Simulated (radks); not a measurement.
Species: Cs. Configuration: [Xe] 7s1 (not the ground configuration). All-electron calculation, Dirac Kohn-Sham, PBE, spin-unpolarised, spherical densities, point nucleus. Program: a radial shooting solver on a logarithmic mesh with Libxc functionals.

Normalised radial functions P(r) = r R(r) (large component), r in bohr:

| r | 5p1/2 | 7s1/2 |
|---|---|---|
| 0.005833 | 0.0150 | 0.0140 |
| 0.008162 | 0.0246 | 0.0163 |
| 0.01142 | 0.0400 | 0.0175 |
| 0.01598 | 0.0635 | 0.0164 |
| 0.02255 | 0.0976 | 0.0111 |
| 0.03155 | 0.1378 | 0.0009 |
| 0.04415 | 0.1722 | -0.0133 |
| 0.06178 | 0.1733 | -0.0259 |
| 0.08645 | 0.1039 | -0.0261 |
| 0.121 | -0.0499 | -0.0053 |
| 0.1693 | -0.2202 | 0.0281 |
| 0.2388 | -0.2415 | 0.0403 |
| 0.3341 | 0.0020 | 0.0022 |
| 0.4676 | 0.3334 | -0.0532 |
| 0.6543 | 0.3507 | -0.0466 |
| 0.9156 | -0.0925 | 0.0370 |
| 1.281 | -0.6246 | 0.1003 |
| 1.807 | -0.8060 | 0.0484 |
| 2.529 | -0.5815 | -0.0880 |
| 3.539 | -0.2571 | -0.1816 |
| 4.952 | -0.0664 | -0.1254 |
| 6.929 | -0.0084 | 0.0748 |
| 9.697 | -0.0004 | 0.2999 |
| 13.68 | 0.0000 | 0.3273 |
| 19.14 | 0.0000 | 0.1331 |
| 26.78 | 0.0000 | 0.0210 |
| 37.48 | 0.0000 | 0.0011 |

5p1/2: eigenvalue -17.218 eV, 3 radial nodes at r = 0.110, 0.333, 0.867 bohr, <r> = 2.01 bohr, 90 % of the charge inside 2.97 bohr. 7s1/2: eigenvalue -1.074 eV, 6 radial nodes at r = 0.0323, 0.128, 0.338, 0.804, 2.06, 6.21 bohr, <r> = 12.3 bohr, 90 % of the charge inside 17.0 bohr.
